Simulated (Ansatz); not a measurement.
Reaction (ligand exchange at the Al–C bond): `[CH3][AlH][CH2]Br` + HBr → `[CH3][AlH][Br]` + `CBr`

Computed with Ansatz on PBE0-D4/def2-TZVP structures; ΔE is electronic, products minus reactants. CCSD(T)/CBS is the MP2 limit (def2-TZVPP, def2-QZVPP) plus CCSD(T) − MP2 in def2-TZVPP, frozen cores. DFT in def2-TZVPP. B3LYP here is the variant with VWN-RPA as its local correlation; programs differ in this. For Br outer-core shells are correlated without core-valence functions, which leaves a few kJ/mol of doubt a bond. Scalar relativity is left out up to krypton. One conformer a species, not always the lowest.

`[CH3][AlH][CH2]Br`:

Z-matrix (Å, degrees):
```
C
Al 1 1.942
H 1 1.095 2 110.6
H 1 1.095 2 110.5 3 -116.9
H 1 1.092 2 113.0 3 121.6
C 2 1.971 1 121.3 3 58.0
H 2 1.592 1 123.3 3 -122.2
Br 6 1.955 2 111.6 1 -1.3
H 6 1.092 2 113.2 1 -120.7
H 6 1.092 2 113.1 1 117.9
```

HBr:

```xyz
2

Br    0.084    0.223   -0.669
H    -0.084   -0.223    0.669
```

`[CH3][AlH][Br]`:

Cartesian coordinates in Å:
```
C 0.863 -0.106 -0.390
Al -0.817 0.067 0.561
Br -2.691 0.627 -0.583
H 1.606 0.586 0.020
H 0.763 0.092 -1.459
H 1.272 -1.113 -0.264
H -0.996 -0.155 2.115
```

`CBr`:

```xyz
5

C    -0.162   -0.072   -0.053
Br    1.529    0.679    0.504
H     0.035   -0.794   -0.840
H    -0.785    0.739   -0.419
H    -0.617   -0.551    0.808
```

**Question.** Is it downhill or uphill in electronic energy at CCSD(T)/CBS, and by how much? (An estimate is asked.)

**Answer.** Computed: Downhill: ΔE = -174.7 kJ/mol.

**Question.** What do these levels give: PBE-D4, r2SCAN-D4, ωB97M-V, B2PLYP, B3LYP, HF/def2-TZVPP, MP2/def2-TZVPP, SCS-MP2/def2-TZVPP, MP2/def2-QZVPP, HF/CBS(def2), MP2/CBS(def2), CCSD/CBS(def2)? (An estimate is asked.)

**Answer.** Computed: PBE-D4 -168.2, r2SCAN-D4 -177.0, ωB97M-V -173.6, B2PLYP -178.5, B3LYP -178.2, HF/def2-TZVPP -195.9, MP2/def2-TZVPP -177.8, SCS-MP2/def2-TZVPP -177.9, MP2/def2-QZVPP -178.4, HF/CBS(def2) -195.1, MP2/CBS(def2) -179.3, CCSD/CBS(def2) -177.1 kJ/mol.

Largest T1 diagnostic among the species: 0.008.

From PBE to PBE0 (25 % exact exchange), in def2-TZVPP and without D4, ΔE moves by −5.9 kJ/mol. The D4 term adds +5.1 kJ/mol with B3LYP and +2.9 kJ/mol with PBE0; it sums over pairs of atoms, weighted by their polarisabilities, and B3LYP, whose exchange is more repulsive, gets the larger term. In def2-TZVPP, CCSD(T) changes the Hartree–Fock value by +22.8 kJ/mol (the triples alone add +2.5 kJ/mol) and MP2 by +18.1 kJ/mol.
